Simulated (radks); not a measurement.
Numerical settings for the holmium ion Ho+, [Xe] 4f11 6s1. All-electron calculation, scalar-relativistic Kohn-Sham, r2SCAN, spin-polarised, spherical densities, finite nucleus; open shells are filled with parallel spins first (spin-orbit coupling, left out, can overturn this in heavy ions); meta-GGA in the generalised Kohn-Sham scheme; Fermi nuclear charge, rms radius 5.2022 fm. Program: a radial shooting solver on a logarithmic mesh with Libxc functionals. The defaults (mesh step 0.008 in ln r, mesh end at 40 bohr or more with all orbitals vanishing there, Anderson mixing 0.5 over 9 steps, residual threshold near 1e-9 with the energy settled to 1e-9 hartree or 1e-11 of itself, here a cap of 59 iterations) give E = -12616.307 hartree and 4f at -7.701 eV in 16 iterations. Times are rough (one thread of a shared host). Changes against that run (0 stands for a change within the tolerance of the run):

setting                    iterations         converged  E (mhartree)  e(4f) (meV)  CPU (s)
mesh step in ln r 0.005            16               yes             0      +0.0907     0.49
mesh step in ln r 0.05             28               yes            +2      +0.0506     0.12
mesh step in ln r 0.02             16               yes       -0.0253     +0.00339     0.14
mesh end (bohr) 2                  12  level above zero     +1.34e+04    +5.01e+04     0.21
mesh end (bohr) 12                 16               yes       +0.0127        +1.27      0.3
residual threshold 0.01            12               yes             0        +2.41     0.27
residual threshold 1e-13           59               yes             0      +0.0162     0.66
mixing 2.5                         26                no      diverged            -     0.62
linear mixing, mixing 0.8          59                no     +5.08e+04    -3.15e+05      2.3
linear mixing, mixing 0.5          59                no       -0.0273        -44.9      1.2
mixing history 2                   21               yes      -0.00102       +0.156     0.42
iteration cap 3                     3                no          +370         -217     0.08

Settled on a wrong energy, with an occupied level pushed above zero by the early mesh end: mesh end (bohr) 2 (+13.4 hartree). Apart from these: settings that end as converged yet miss the energy by more than 1 mhartree: mesh step in ln r 0.05 (+0.002 hartree). A mesh that ends early acts as a hard wall.
